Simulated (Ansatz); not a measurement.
A nudged elastic band was laid between two geometries of BrH + H4O3Si (10 atoms, charge 0, multiplicity 1).

All numbers below come from Ansatz 0.2.0, RKS LDA/def2-SVP.

```json
{
 "movable images": "5",
 "climbing image": "yes",
 "spring": "5.0 eV/Å²",
 "optimiser": "quadratic models (default)",
 "start path": "through a guess of the saddle point",
 "force threshold": "0.05 eV/Å",
 "iteration limit": "60",
 "end points": "relaxed"
}
```

First end point:

```xyz
10
Properties=species:S:1:pos:R:3
Si -0.244 0.383 -0.301
H 0.932 0.945 0.477
O -0.049 -1.235 -0.511
O -1.513 0.864 0.619
O -0.378 1.028 -1.808
H 1.495 -0.116 1.430
Br 1.801 -1.374 2.134
H 0.363 -1.718 0.243
H -2.401 0.754 0.232
H -0.005 0.469 -2.515
```

Last end point:

```xyz
10
Properties=species:S:1:pos:R:3
Si -0.531 -0.412 0.113
H 1.974 1.599 0.255
O -0.645 -1.698 -0.905
O -1.944 0.119 0.748
O 0.111 0.821 -0.768
H 2.691 1.831 0.474
Br 0.701 -1.008 1.840
H -0.680 -2.578 -0.488
H -2.413 0.774 0.197
H 0.737 0.553 -1.467
```

(1) What changes between the two ends?

(2) What energy profile does the band end with?

(3) What is the geometry of the highest image?

(4) What are the harmonic wavenumbers there?

The band took 15 iterations and roughly 2.2 core-minutes.

Results:

(1) Bonds broken: Si1–H2, H6–Br7. Bonds formed: Si1–Br7, H2–H6. BrH + H4O3Si becomes BrH3O3Si + H2.

(2) The run converged. The highest image is number 2 of 0 to 6, 0.82 eV above the first end and 1.40 eV above the last; the last end lies 0.59 eV below the first. A vibrational analysis at the climbing image gives one clearly imaginary mode, 471i cm⁻¹: a first-order saddle point. The orbitals stay closed-shell, which can raise the energy where a bond breaks towards radicals; this wasn't checked here.

| image | path coordinate (Å) | energy (eV) | Si1–H2 (Å) | H6–Br7 (Å) | Si1–Br7 (Å) |
| --- | --- | --- | --- | --- | --- |
| 0 | 0.00 | 0.00 | 1.52 | 1.47 | 3.63 |
| 1 | 1.00 | 0.10 | 1.53 | 1.49 | 3.30 |
| 2 | 1.99 | 0.82 | 1.72 | 1.89 | 2.64 |
| 3 | 2.86 | 0.30 | 2.22 | 2.32 | 2.33 |
| 4 | 3.73 | -0.24 | 2.72 | 2.56 | 2.24 |
| 5 | 4.59 | -0.53 | 2.99 | 3.07 | 2.21 |
| 6 | 5.46 | -0.59 | 3.22 | 3.73 | 2.20 |

(3) 
```xyz
10
Properties=species:S:1:pos:R:3
Si -0.174 0.016 -0.076
H 1.235 0.967 0.198
O 0.157 -1.449 -0.729
O -1.419 0.486 0.873
O -0.396 0.967 -1.415
H 1.298 0.397 0.932
Br 0.879 -1.007 2.120
H 0.445 -2.069 -0.019
H -2.013 1.070 0.357
H -0.010 0.620 -2.241
```

(4) 471i, 136, 175, 238, 269, 328, 359, 417, 432, 468, 553, 783, 798, 851, 885, 912, 977, 1014, 1057, 1428, 2417, 3589, 3700, 3770 cm⁻¹.

The run took 68 s on 2 threads of Intel(R) Xeon(R) Platinum 8488C (Sapphire Rapids) (shared host), peak memory 0.18 GiB.
